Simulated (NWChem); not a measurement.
# Ionisation of OTe

```xyz
2

O      0.0000     0.0000     1.6038
Te     0.0000     0.0000    -0.2467
```
Charge 0, spin multiplicity 3.

Program: NWChem. The geometry was optimised at UPBE0/def2-SVP with def2 effective core potentials on Te, a minimum by its harmonic frequencies.

Basis set: def2-TZVPD. The species with one electron less has spin multiplicity 2 and keeps the geometry of the parent. Δ marks differences of total energies (open shells unrestricted). −ε marks an orbital energy of the parent. That orbital need not have the symmetry of the hole or added electron in the Δ rows.

Effective core potentials replace the inner electrons of Te; spin-orbit coupling is left out. The structure started from a generated list of species. The unpaired electrons of the parent sit in orbitals of symmetry b1 and b2 (C2v labels of the run); other states weren't searched. The stability of the SCF solutions was not checked.

### Question
Order these methods by the first vertical ionisation energy they give, lowest first: −ε(alpha HOMO) of PBE, −ε(alpha HOMO) of M06-2X, −ε(alpha HOMO) of r2SCAN, ΔPBE, G0W0@PBE0.

### Answer
−ε(alpha HOMO) of PBE (5.88 eV), −ε(alpha HOMO) of r2SCAN (6.30 eV), −ε(alpha HOMO) of M06-2X (8.42 eV), G0W0@PBE0 (9.17 eV), ΔPBE (9.45 eV)
